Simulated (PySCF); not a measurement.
Compound: [OsCl6]2- (charge -2 and triplet state).
Bonds: Os1–Cl2, Os1–Cl3, Os1–Cl4, Os1–Cl5, Os1–Cl6, Os1–Cl7.
The ion is multiply charged and has no counter-ions or solvent; whether it holds all its electrons wasn't checked.

Computed by this run: PySCF, PBE0-D3(BJ)/def2-SVP geometry optimisation, gas phase, def2 core potentials past Kr; unrestricted, density fitting, grid level 1; the optimiser is geomeTRIC in internal coordinates, started from a GFN2-xTB structure.

Step 0: E = -77562.5318 eV
```
atom  x, y, z in Å  |  force x, y, z in eV/Å
Os1    -0.0014    0.0005    0.0027   -0.006  -0.004  -0.011
Cl2    -0.0240   -0.0173    2.3280    0.007   0.008   0.912
Cl3     0.0280    0.0045   -2.3201   -0.015   0.013  -0.950
Cl4     2.3221    0.0070    0.0165    0.766   0.010   0.029
Cl5    -2.3262    0.0039   -0.0108   -0.743  -0.024  -0.024
Cl6    -0.0066    2.3248    0.0033    0.010   0.752   0.028
Cl7     0.0081   -2.3233   -0.0196   -0.018  -0.756   0.017
```

Question: Estimate the geometry and energy of step 1. (The exact step hangs on the optimiser's Hessian estimate; all steps are aligned on step 0, rigid shifts and turns removed.)

Answer: E = -77562.6426 eV, largest force 0.172 eV/Å
```
atom  x, y, z in Å  |  force x, y, z in eV/Å
Os1    -0.0043   -0.0017   -0.0019    0.052   0.024   0.028
Cl2     0.0027   -0.0059    2.3916   -0.063  -0.022  -0.101
Cl3     0.0068   -0.0012   -2.3955    0.026   0.021   0.106
Cl4     2.3755    0.0243    0.0453   -0.150  -0.053  -0.065
Cl5    -2.3844   -0.0122   -0.0324    0.161   0.027   0.029
Cl6     0.0110    2.3785    0.0171   -0.053  -0.156  -0.022
Cl7    -0.0073   -2.3819   -0.0242    0.026   0.160   0.025
```

The energy changes by -0.1108 eV. The first-order estimate −F·Δx gives -0.3018 eV and the mean of the old and new forces, exact on a quadratic surface, -0.1218 eV. The step makes an angle of 22° with the force vector and moves no atom by more than 0.079 Å.

The cost below is that of the whole optimisation. The run took 4.1 min wall on one thread of an Arm Neoverse V1, on a shared host.

For an open-shell metal species like this, the optimisation's SCF solution wasn't tested for stability and no frequencies at its level were run, so a lower state or another shape may exist.
